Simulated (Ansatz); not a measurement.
All values below come from frozen-core CCSD(T)/cc-pVTZ // PBE-D3(BJ)/def2-TZVP run with Ansatz (a program for electronic structure).

Ansatz 0.2 input:
```yaml
crystal:
  periodic: [false, false, false]
  atoms:
    - { symbol: Si, position_ang: [-2.227075, -0.227365, -0.14879] }
    - { symbol: Al, position_ang: [0.015816, 0.760339, -0.364137] }
    - { symbol: Si, position_ang: [2.199558, -0.323619, -0.036551] }
    - { symbol: Cl, position_ang: [0.099559, 2.818008, -0.890382] }
    - { symbol: H, position_ang: [-2.602168, -0.296645, 1.303112] }
    - { symbol: H, position_ang: [-3.278286, 0.564138, -0.862703] }
    - { symbol: H, position_ang: [-2.247925, -1.631219, -0.67575] }
    - { symbol: H, position_ang: [2.067858, -1.677625, 0.592517] }
    - { symbol: H, position_ang: [3.092166, 0.511732, 0.830049] }
    - { symbol: H, position_ang: [2.88232, -0.501577, -1.360601] }
basis:
  gaussian: { orbitals: cc-pVTZ }
correlation:
  method: ccsd_t
```

Output:

```
Functional definition: HF
1275 factors; integrals over basis functions are off by at most 9.4e-4 eV
mean field evaluation 1: about -34907.1873 eV, gradient 1.9e1 eV
mean field evaluation 2: about -34907.3784 eV, gradient 1.9e1 eV
mean field evaluation 4: about -34909.3914 eV, gradient 2.7e0 eV
mean field evaluation 8: about -34909.4387 eV, gradient 9.0e-2 eV
mean field evaluation 16: about -34908.8667 eV, gradient 7.3e0 eV
mean field -34909.43875724 eV, -1282.8982118610 hartree, gradient 6.7e-6 eV, S^2 0.000000; 0 other end points of the search recorded, 0 dependent functions left out
20 core orbitals not correlated
reference -34909.43875724 eV, -1282.8982118610 hartree; 12, 12 occupied and 188, 188 virtual orbitals, 1275 factors
second order -13.96743562 eV of doubles, -0.00000000 eV of singles
cycle   1  -15.39467526 eV  change    -1.4e0 eV  update   9.5e-2
cycle   2  -15.91666551 eV  change   -5.2e-1 eV  update   3.1e-2
cycle   3  -15.96457981 eV  change   -4.8e-2 eV  update   1.2e-2
cycle   4  -15.95719164 eV  change    7.4e-3 eV  update   3.9e-3
cycle   5  -15.95541278 eV  change    1.8e-3 eV  update   1.2e-3
cycle   6  -15.95525471 eV  change    1.6e-4 eV  update   4.0e-4
cycle   7  -15.95525154 eV  change    3.2e-6 eV  update   1.2e-4
cycle   8  -15.95529199 eV  change   -4.0e-5 eV  update   4.3e-5
cycle   9  -15.95529862 eV  change   -6.6e-6 eV  update   1.5e-5
perturbative correction -0.59093082 eV, -0.0217163071 hartree
Total energy: -34925.98498668 eV, -1283.5062745775 hartree
```

Cost: around 2.2 core-minutes (rough).
